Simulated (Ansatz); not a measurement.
Reaction (formal exchange of groups at the Si–C bond): `[SiH3]BOC[SiH3]` + `C=NBC` → `C=NBC[SiH3]` + `COB[SiH3]`

Calculated with Ansatz (gas phase, PBE0-D4/def2-TZVP geometries, no zero-point term in ΔE). CCSD(T)/CBS is the MP2 limit (def2-TZVPP, def2-QZVPP) plus CCSD(T) − MP2 in def2-TZVPP, frozen cores. Functionals use def2-TZVPP. One conformer a species, not always the lowest.

`[SiH3]BOC[SiH3]`:

```xyz
14

Si    0.851    1.980    1.906
B     0.221    0.505    0.671
O     0.197    0.722   -0.650
C    -0.234   -0.244   -1.606
Si   -0.749   -1.968   -0.998
H     1.968    1.485    2.761
H    -0.257    2.374    2.823
H     1.314    3.194    1.182
H    -0.137   -0.567    1.100
H    -1.072    0.194   -2.160
H     0.577   -0.365   -2.333
H    -1.947   -1.935   -0.122
H     0.361   -2.683   -0.319
H    -1.093   -2.692   -2.253
```

`C=NBC`:

Cartesian coordinates in Å:
```
C 1.429 -1.293 -0.818
N 0.386 -0.749 -0.425
B -0.758 -0.153 0.003
C -0.754 1.247 0.722
H 2.000 -1.970 -0.174
H 1.822 -1.121 -1.825
H -1.776 -0.758 -0.198
H -1.376 1.955 0.164
H 0.241 1.680 0.839
H -1.213 1.160 1.712
```

`C=NBC[SiH3]`:

```xyz
13

C    -2.055    1.290    1.226
N    -0.894    0.889    1.053
B     0.376    0.440    0.863
C     0.995    0.286   -0.571
Si    0.837   -1.485   -1.167
H    -2.278    2.350    1.386
H    -2.906    0.601    1.228
H     0.985    0.128    1.849
H     2.063    0.524   -0.555
H     0.508    0.929   -1.311
H    -0.597   -1.860   -1.307
H     1.494   -1.666   -2.491
H     1.470   -2.427   -0.204
```

`COB[SiH3]`:

Z-matrix (Å, degrees):
```
C
O 1 1.416
H 1 1.091 2 108.7
H 1 1.091 2 108.7 3 -118.3
H 1 1.093 2 111.1 3 120.9
B 2 1.341 1 122.5 3 -121.0
Si 6 2.025 2 119.1 1 -179.9
H 6 1.208 2 118.8 1 0.0
H 7 1.492 6 110.0 2 -122.4
H 7 1.492 6 109.9 2 120.3
H 7 1.489 6 113.5 2 -1.0
```

```csv
level,ΔE (eV)
r2SCAN-D4,-0.29
ωB97X-V,-0.29
```

What does CCSD(T)/CBS give? (Best estimate.)

The calculation gave: -0.31 eV. The listed levels differ from it by 0.02, 0.02 eV.

Largest T1 diagnostic among the species: 0.015.

From PBE to PBE0 (25 % exact exchange), in def2-TZVPP and without D4, ΔE moves by −0.03 eV.
